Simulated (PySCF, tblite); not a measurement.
Isomers of C4H8ClFSi2. All values are computed: GFN2-xTB (tblite) harmonic vibrations without scaling, gas phase. Against measured fundamentals such values can be off by several per cent, at times by over 20. Modes of hydrogen on silicon can be 10 to 20 % off. One conformer each.

Electronic energies: PBE0/pcSseg-1 single points on the GFN2-xTB geometries (PySCF, gas phase).

```csv
SMILES,"electronic energy, lowest = 0 (kJ/mol)"
F[C@@H](Cl)[C@@H]1C=C[SiH2][SiH2]1,313.1
C[SiH2]C#C[Si@@](C)(F)Cl,0.0
C=C[Si@H](Cl)/C(F)=C/[SiH3],257.6
C=C[Si@@]1(Cl)C[SiH2][C@@H]1F,211.9
```

**Question.** How do GFN2-xTB zero-point energies change the relative energies?

**Answer.** 
```tsv
SMILES	ZPE (kJ/mol)	of it from modes above 1550 cm⁻¹	electronic (kJ/mol)	with ZPE, lowest = 0 (kJ/mol)	lowest mode (cm⁻¹)	rings
C[SiH2]C#C[Si@@](C)(F)Cl	272.2	149.2	0.0	0.0	5i	0
C=C[Si@@]1(Cl)C[SiH2][C@@H]1F	275.6	146.1	211.9	215.3	32	1
C=C[Si@H](Cl)/C(F)=C/[SiH3]	259.1	147.4	257.6	244.6	12i	0
F[C@@H](Cl)[C@@H]1C=C[SiH2][SiH2]1	268.0	134.1	313.1	309.0	42	1
```

The zero-point energies span 16.5 kJ/mol, from `C=C[Si@H](Cl)/C(F)=C/[SiH3]` to `C=C[Si@@]1(Cl)C[SiH2][C@@H]1F`. Slightly imaginary modes are left out of the zero-point energy: `C[SiH2]C#C[Si@@](C)(F)Cl` 5.1i cm⁻¹ and `C=C[Si@H](Cl)/C(F)=C/[SiH3]` 12.3i cm⁻¹. The order is unchanged.

**Question.** And how do the electronic energies of GFN2-xTB itself compare?

**Answer.** `C[SiH2]C#C[Si@@](C)(F)Cl` 0.0; `C=C[Si@@]1(Cl)C[SiH2][C@@H]1F` 187.5; `C=C[Si@H](Cl)/C(F)=C/[SiH3]` 159.8; `F[C@@H](Cl)[C@@H]1C=C[SiH2][SiH2]1` 189.1 kJ/mol, lowest = 0. Against the energies above, taken from the same isomer `C[SiH2]C#C[Si@@](C)(F)Cl`, the largest difference is 124.0 kJ/mol.
